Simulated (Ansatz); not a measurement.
```xyz
10

C     0.632   -0.375    1.532
O     0.668    0.223    0.254
Si   -0.670    0.383   -0.679
Se   -0.086    1.080   -2.750
H     0.114    0.264    2.255
H     0.135   -1.352    1.507
H     1.660   -0.517    1.868
H    -1.382   -0.922   -0.732
H    -1.583    1.435   -0.160
H     0.510   -0.218   -3.094
```

Total charge 0; spin multiplicity 1.

Question: List the PBE/def2-TZVPP orbital energies in eV (Ansatz 0.2.0). (Estimate.)

Answer: The calculation gave: Occupied: -12302.24, -1780.48, -1562.23, -1403.01, -1402.98, -1402.93, -510.46, -270.35, -205.22, -150.57, -150.46, -150.29, -138.11, -94.88, -94.85, -94.80, -53.67, -53.65, -53.52, -53.44, -53.42, -25.52, -17.75, -17.02, -13.34, -11.25, -11.23, -11.09, -9.73, -8.60, -7.97, -7.40, -6.80, -6.04. Lowest empty: -0.78, -0.47, -0.31, 0.97, 1.18, 1.29, 2.15, 2.31.
